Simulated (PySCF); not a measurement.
Does the answer move with the share of exact exchange?

C7H7F.
SMILES: `Cc1ccc(F)cc1`

PySCF, pcSseg-1 basis, density fitting, gas phase, PBE0-D3(BJ)/def2-SVP geometry. One functional is left out:

```tsv
functional	exact exchange (%)	HOMO energy (eV)	LUMO energy (eV)	dipole moment (D)
BP86	0	-5.96	-1.45	1.720
LDA	0	-6.05	-1.59	1.809
OPBE	0	-5.83	-1.24	1.663
PBE0	25	-6.91	-0.48	1.874
mPW1PW91	25	-6.94	-0.50	1.895
BHandHLYP	50	-7.76	0.55	2.028
```

Task: Predict the row of B97-2 (21 % exact exchange) by straight lines through the other rows, and check it.

Result: 
```
         property   line  computed  computed − line  PBE0 (25 %), for comparison
 HOMO energy (eV)  -6.73     -6.67            +0.06                        -6.91
 LUMO energy (eV)  -0.62     -0.51            +0.11                        -0.48
dipole moment (D)  1.857     1.867           +0.010                        1.874
```

Task: Which of these properties follows the share of exact exchange most closely, and which least?

Result: Most closely the HOMO energy, least the dipole moment; the correlations over the tabulated rows are HOMO energy -0.995, LUMO energy 0.990, dipole moment 0.933. The HOMO energy moves by -0.368 eV for every 10 %. Functionals with the same share still differ in their other parts: at 0 % LDA and OPBE differ by 0.22 eV in it.
